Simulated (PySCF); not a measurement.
# Potential energy of CaMg along the bond

Set-up: Ca pcseg-2, Mg pcseg-2; no relativity (PySCF 2.14). Energies in eV from Ca + Mg in their ground configurations at the same level. State: triplet, unpaired electrons σ ↑, π ↑, a second solution, started from another occupation.

| R (Å) | PBE0 |
| --- | --- |
| 3.372 | 0.8779 |
| 3.529 | 0.9637 |
| 3.686 | 1.0610 |
| 3.803 | 1.1354 |
| 3.921 | 1.2077 |
| 4.039 | 1.2759 |
| 4.196 | 1.3583 |
| 4.391 | 1.4461 |
| 4.627 | 1.5293 |
| 4.941 | 1.6073 |
